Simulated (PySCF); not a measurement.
**Sb⁻ (antimony, charge -1) across methods**

[Kr] 4d10 5s2 5p4, high-spin 3P determinant. All numbers are calculated (PySCF 2.14, scalar relativity by spin-free X2C-1e, in aug-cc-pVQZ-DK3 (9s8p6d3f2g, 102 functions)).

```tsv
method	E (hartree)	mean ε 5s β (eV)	mean ε 5p α (eV)	mean ε 5p β (eV)	Σ⟨r²⟩ (bohr²)	⟨S²⟩
PBE	-6480.11	-5.907	0.465	1.375	89.48	2.008
TPSSh	-6480.26	-6.167	0.132	1.124	87.15	2.008
HSE06	-6480.12	-6.549	0.049	1.056	87.32	2.008
LDA	-6474.34	-6.246	0.398	1.278	88.88	2.006
PW91	-6481.05	-5.958	0.449	1.355	89.17	2.008
UHF	-6477.70856	-8.945	-2.498	-0.720	87.11	2.025
PBE0	-6480.19	-6.856	-0.346	0.723	87.06	2.009
r2SCAN	-6480.54	-5.851	0.238	1.277	87.40	2.016
```

The highest occupied level is positive at PBE, TPSSh, HSE06, LDA, PW91, PBE0, r2SCAN: only the finite basis holds that electron, which in a density functional comes from self-interaction.
